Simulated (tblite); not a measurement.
C$_{5}$H$_{13}$O$_{3}$Si (SMILES CCO[Si](C)([O])OCC), doublet, at a GFN2-xTB geometry; GFN1-xTB with ALPB(water) in tblite.

Here is a job for tblite.
```
$ tblite run mol.xyz --method gfn1 --charge 0 --spin 1 --alpb water --json tblite.json --no-restart

# file mol.xyz
22

C      2.95893654     0.38689636     0.63473230
C      1.69263355     1.15549515     0.98434256
O      0.52673530     0.40969354     0.77593955
Si     0.02485384    -0.27257405    -0.62496166
C      0.58416436    -2.20764428    -0.32958892
O      0.61384821     0.03320750    -2.00139191
O     -1.57080562    -0.53350328    -0.43573956
C     -2.45533194    -0.11798617     0.56287740
C     -2.56361505     1.39653957     0.64998372
H      3.83114492     0.99586567     0.85512287
H      3.01227456    -0.53263596     1.21271682
H      2.94846709     0.14346386    -0.42371502
H      1.64586651     2.06705104     0.37760184
H      1.69488402     1.43071731     2.04558358
H      1.62611951    -2.25967722    -0.59298640
H      0.39468657    -2.42592751     0.70846750
H     -0.03920568    -2.77063351    -1.00169045
H     -3.42587355    -0.55939607     0.30615436
H     -2.13880731    -0.52060528     1.53356867
H     -2.84308328     1.80121798    -0.31916021
H     -3.31085018     1.67566247     1.38813488
H     -1.60252520     1.81594797     0.93511761
```

The log (banner, timings and long lists left out):

```
xTB calculator
 | screened Coulomb repulsion
 | Coulomb electrostatics
 |  * isotropic Klopman-Ohno-Mataga-Nishimoto electrostatics
 |  * onsite third-order electrostatics
 | DFT-D3(BJ) dispersion correction
 | Interactions (3)
 | [1] alpb/gbsa reaction field model
 | [2] cds contribution to solvation
 | [3] empirical free energy shift and standard state/solvent correction

halogen bonding energy    0.0000000000000E+00 Eh
repulsion energy          3.3635056730363E-01 Eh
dispersion energy        -9.4815752620299E-03 Eh
interaction energy        2.4337049664221E-03 Eh
number of electrons       5.5000000000000E+01 e
integral cutoff           2.8146159136829E+01 bohr

------------------------------------------------------------
  cycle        total energy    energy error   density error
------------------------------------------------------------
      1     -33.16467776503  -3.3493980E+01   6.3234959E-01
      2     -33.61812052860  -4.5344276E-01   3.5168995E-01
      3     -33.56990759757   4.8212931E-02   1.7551370E-01
      4     -33.64594031524  -7.6032718E-02   6.5711884E-02
      5     -33.67084718406  -2.4906869E-02   2.4164859E-02
      6     -33.67508440948  -4.2372254E-03   3.9484592E-03
      7     -33.67514075512  -5.6345639E-05   2.2294232E-03
      8     -33.67517374266  -3.2987542E-05   5.0891383E-04
      9     -33.67517392524  -1.8258550E-07   3.4752078E-04
     10     -33.67517463118  -7.0593209E-07   1.2418699E-04
     11     -33.67517475533  -1.2415611E-07   1.2259856E-05
------------------------------------------------------------

electronic energy        -3.4004477452340E+01 Eh
total energy             -3.3675174755332E+01 Eh

Post processing:
 | Mayer-Wiberg bond orders

[Info] JSON dump of results written to 'tblite.json'
```
